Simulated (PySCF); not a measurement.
Saddle point of Si2H6ClF, singlet (Si₂H₅Cl ([SiH3][SiH2][Cl]) + HF → Si₂H₅F ([F][SiH2][SiH3]) + HCl; bonds formed: Si1–F7, Cl2–H6; bonds broken: Si1–Cl2, H6–F7), PBE0-D4/def2-TZVP structure:

```
10
angstrom
Si -0.7966 0.0563 -0.4405
Cl 0.4393 2.1220 -0.4525
H -1.3180 -1.1330 -1.1762
H -2.0119 0.8437 -0.1343
Si 0.5392 -0.7049 1.3123
H 0.5195 1.1511 -1.8949
F 0.1309 0.2752 -2.2169
H 0.5710 0.3010 2.4023
H 0.0180 -2.0006 1.8272
H 1.9087 -0.9108 0.7736
```

Energies are electronic, without zero-point energy. Barriers and step energies count from the start structure reached by relaxing down the imaginary mode; all methods use the PBE0-D4 structures, on which another method's saddle can fall below an end. Computed with PySCF 2.14 with density fitting (its default auxiliary sets; JK sets also for MP2 and CCSD(T)) (basis: def2-TZVPP, with def2-QZVPP for the basis limit); correlated methods freeze the cores. B3LYP uses VWN-RPA correlation. Extrapolation: Hartree–Fock as exp(−7.88 √X), correlation as X^−2.97.

```json
{"method": "SPW92", "barrier (eV)": "0.781", "step energy (eV)": "-0.197"}
{"method": "PBE-D4", "barrier (eV)": "1.047", "step energy (eV)": "-0.184"}
{"method": "r2SCAN-D4", "barrier (eV)": "?", "step energy (eV)": "-0.269"}
{"method": "PBE0-D4", "barrier (eV)": "1.201", "step energy (eV)": "-0.189"}
{"method": "B3LYP-D4", "barrier (eV)": "1.244", "step energy (eV)": "-0.304"}
{"method": "BHLYP-D4", "barrier (eV)": "?", "step energy (eV)": "-0.331"}
{"method": "wB97M-V", "barrier (eV)": "?", "step energy (eV)": "-0.272"}
{"method": "HF", "barrier (eV)": "1.785", "step energy (eV)": "-0.416"}
{"method": "MP2", "barrier (eV)": "1.314", "step energy (eV)": "-0.247"}
{"method": "CCSD", "barrier (eV)": "1.433", "step energy (eV)": "-0.323"}
{"method": "CCSD(T)", "barrier (eV)": "1.349", "step energy (eV)": "-0.299"}
```

(1) Fill in the withheld barriers. (To be estimated.)

No T1 diagnostic of these runs exceeds 0.013.

## Answers

(1) Computed: wB97M-V 1.194; r2SCAN-D4 1.130; BHLYP-D4 1.394 eV. Each is the energy of the saddle less that of the start structure, by the same method.

For comparison, the barrier by CCSD(T) at an estimated basis limit (MP2 extrapolated from triple and quadruple zeta, plus CCSD(T) − MP2 in triple zeta) is 1.316 eV.

Labels in which every atom is bracketed show which atoms are joined, not bond orders.

For scale, one of the runs: CCSD(T)/def2-TZVPP, 241 basis functions, launched by `OMP_NUM_THREADS=4 python run.py`. Hardware: 4 CPU threads of an Intel Xeon, shared host. Wall time 24 min; peak host memory 4.5 GiB.
